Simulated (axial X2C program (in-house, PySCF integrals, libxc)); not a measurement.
SrO⁺: cheaper levels and CCSD(T), 2c

Calculated with an in-house relativistic program for diatomic molecules. Two-component (2c) means X2C with spin–orbit coupling and atomic mean-field two-electron Coulomb and Gaunt terms. Basis: Sr dyall-cv3z [13s12p8d5f1g], O dyall-av3z [7s6p3d2f] (cores contracted in-house); Gaussian nuclei, density fitting, unrestricted open shells. Masses: Sr 87.906 u, O 15.995 u.

State: Ω = 3/2 (⟨Sz⟩ = 0.50, ⟨Lz⟩ = 1.00 at HF); fragments Sr+ + O.

```
level  Re (Å)  ωe (cm⁻¹)  De (eV)
 PBE0   2.105      558.1     3.36
   HF   2.142      550.0     1.50
  MP2   2.125      547.3     3.29
 CCSD   2.130      546.6     3.11
  PBE   2.117      539.9     3.64
```

Correlated methods: 15 electrons correlated (number of frozen shells: Sr 3 s, 2 p, 1 d; O 1 s), 263 virtual spin orbitals or spinors in MP2, 90 natural virtuals in coupled cluster.

CCSD(T), same Hamiltonian and basis:

Re = 2.131 Å, ωe = 544.4 cm⁻¹, De = 3.20 eV; T1 = 0.012 (Lee–Taylor normalisation).

Question: Give the differences from CCSD(T) in the columns below.

Answer: 

```
level  ΔRe (Å)  Δωe (cm⁻¹)  ΔDe (eV)
 PBE0   -0.026          14      0.16
   HF    0.011           6     -1.70
  MP2   -0.006           3      0.09
 CCSD   -0.001           2     -0.09
  PBE   -0.014          -4      0.44
```

De is counted from the lowest determinant-based energies of the atoms at the same level, without counterpoise correction. Density functionals use the spin component along the axis (collinear). Coupled cluster ran in a truncated set of natural virtual spinors; the MP2 energy of the rest was added. (T) has no such correction and the atoms are truncated less, which lowers De at CCSD(T) by a hundredth of an eV or more. The 2c atoms are single determinants rather than J levels; their spin–orbit lowering is only partly caught, and De is too large by that part. This holds for PBE0, PBE. Without a current term, density functionals place determinants with orbital angular momentum somewhat too high. The state is one determinant with fixed occupations, lowest in a PBE0 search at one distance only: followed along the bond, the spin-free determinant M_S = 1/2, Λ = 0 reaches 0.14 eV lower at PBE0, at Re = 1.979 Å, so the state shown is not the lowest. At some level and bond length an empty orbital lies below a filled one.
